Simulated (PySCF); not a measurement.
# Reading the logs of faulty runs: BGeH6NSi

Calculated results; nothing here was measured. The program is PySCF 2.14.0, an open-source quantum chemistry code, run on an isolated molecule that a program drew, which may never have been made. The molecule is BGeH6NSi (charge 0, singlet), drawn as the SMILES string `B[Si][NH][GeH3]`.

Each row is a Hartree-Fock (HF) and frozen-core CCSD(T) single point in the cc-pV(D+d)Z basis, meant for a local HF minimum. Run 1 is clean. Each other run has one planted mistake out of seven kinds, and not every kind appears here: one electron removed, one electron added, multiplicity raised by two, geometry at a saddle point, minimal basis STO-3G, one bond length entered in bohr, all coordinates scaled. The reference is restricted for singlets and unrestricted otherwise, and also for a bond in bohr. Adding or removing an electron swaps singlet and doublet. Electrons count all cores. HOMO and LUMO are orbital energies over both spins, the gradient is its largest component, and the lowest frequency (negative if imaginary) is given only where the gradient is small. Bond lengths are over the 9 bonds as drawn. T1 is the CCSD diagnostic: over 0.02 (restricted) or 0.045 (unrestricted) a single reference is doubtful. Germanium has the cc-pVDZ-PP basis, with a core potential (ECP10MDF) in place of its 10 inner electrons, and its 3s, 3p and 3d shells are frozen in CCSD(T).

Geometry of the clean run:
```xyz
10
BGeH6NSi, angstrom
B    -2.4293    1.0142    1.8342
Si   -1.4844    0.3305    0.1447
N     0.1052   -0.0074    0.7147
Ge    0.9070    0.1519    2.3802
H    -3.0755    0.2809    2.5394
H    -2.5069    2.1907    2.0840
H     0.7260   -0.3606    0.0052
H     1.3983   -1.2145    2.8667
H     2.0908    1.1207    2.3101
H    -0.1731    0.6957    3.3175
```

```
run,electrons,basis functions,<S^2>,HOMO (eV),LUMO (eV),gradient (hartree/bohr),lowest frequency (cm^-1),mean bond (Å),longest bond (Å),T1,HF (hartree),CCSD(T) (hartree),mistake
1,64,104,0.000,-7.87,1.66,3.1e-05,75,1.5156,2.053,0.0177,-664.89142,-665.40165,no fault
2,65,104,0.953,-0.35,6.99,3.1e-02,-,1.5156,2.053,0.0455,-664.86472,-665.39526,one electron added
3,64,104,0.000,-7.66,1.83,6.4e-02,-,1.4110,1.911,0.0171,-664.84102,-665.34201,all coordinates scaled
4,64,104,0.866,-7.92,0.90,8.0e-03,-,1.6668,2.891,0.0474,-664.78463,-665.28475,?
5,64,104,2.038,-6.32,0.17,3.2e-02,-,1.5156,2.053,0.0212,-664.82764,-665.32993,?
```

**Which mistake was planted in run 4, and what did it cost?**

The mean bond changes by a factor of 1.100 and the longest by 1.408, so the molecule wasn't scaled as a whole. A length L in bohr read as angstrom grows by (1/0.5292 - 1) L = 0.890 L. The 9 bonds together grew by 9 x 0.1512 = 1.361 Å, which gives L = 1.529 Å. That is the length of one of the Ge-H bonds, 1.530 Å in the clean geometry. So the mistake is: one bond length entered in bohr. Subtracting run 1 and multiplying by 627.51 kcal/mol a hartree, the energy moved by 67.0 kcal/mol in HF and 73.4 kcal/mol in CCSD(T).

**Which mistake was planted in run 5, and what did it cost?**

Electrons, basis and geometry are unchanged, and <S^2> is 2.038, beside S(S+1) = 2.00 for a multiplicity of 3. So the mistake is: multiplicity raised by two. Subtracting run 1 and multiplying by 627.51 kcal/mol a hartree, the energy moved by 40.0 kcal/mol in HF and 45.0 kcal/mol in CCSD(T).

Cautions from the logs. Run 2: T1 is over the limit, so its CCSD(T) energy is less reliable and the added electron raises the CCSD(T) energy, so it isn't bound in this basis; run 4: T1 is over the limit, so its CCSD(T) energy is less reliable.
